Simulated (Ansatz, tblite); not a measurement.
Forces on the cluster Ba₂Se at its PBE-D4/def2-TZVP geometry. The state is a singlet with charge 0.

In the def2 sets Ba takes a core potential; there is no spin–orbit coupling. The xTB rows come from tblite. B3LYP takes the VWN-RPA correlation. The structure comes from a short search, and lower isomers may exist.

GFN1-xTB (tblite), largest force 0.21 eV/Å:

```xyz
3
positions Å, forces eV/Å
Ba    1.714    1.241   -0.192   -0.170   -0.115    0.022
Ba   -0.734   -1.931   -0.496    0.065    0.190    0.051
Se   -0.979    0.690    0.688    0.105   -0.074   -0.074
```

GFN2-xTB (tblite), largest force 0.43 eV/Å:

```
Ba -0.232 -0.361 -0.054
Ba 0.293 0.318 0.011
Se -0.061 0.043 0.043
```

B3LYP-D4/def2-TZVP (Ansatz), largest force 0.14 eV/Å:

```
Ba 0.120 0.059 -0.025
Ba -0.023 -0.127 -0.043
Se -0.097 0.068 0.068
```
